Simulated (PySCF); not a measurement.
## Excitation energy of Ta by level of theory

Ta [Xe] 4f14 5d3 6s2 (4F) → Ta [Xe] 4f14 5d5 (6S), as a difference of total energies. Computed with PySCF 2.14 in x2c-TZVPPall, with the spin-free X2C one-electron Hamiltonian (Gaussian nucleus). Correlated levels: valence: [Xe] 4f14 frozen. The calculations carry no spin-orbit coupling.

```tsv
method	excitation energy (eV)
UHF	3.020
LDA	3.041
PBE	3.021
PBE0	3.000
r2SCAN	3.230
PW91	2.993
B2PLYP	3.607
revPBE	2.972
MP2 (valence)	3.368
SCS-MP2 (valence)	4.134
```

**Question.** How much does correlation contribute at MP2 (valence)?

**Answer.** 3.368 − (3.020) = 0.348 eV, measured against UHF.

A first-order spin-orbit estimate (lowest level to lowest level, LS coupling) adds 0.485 eV.
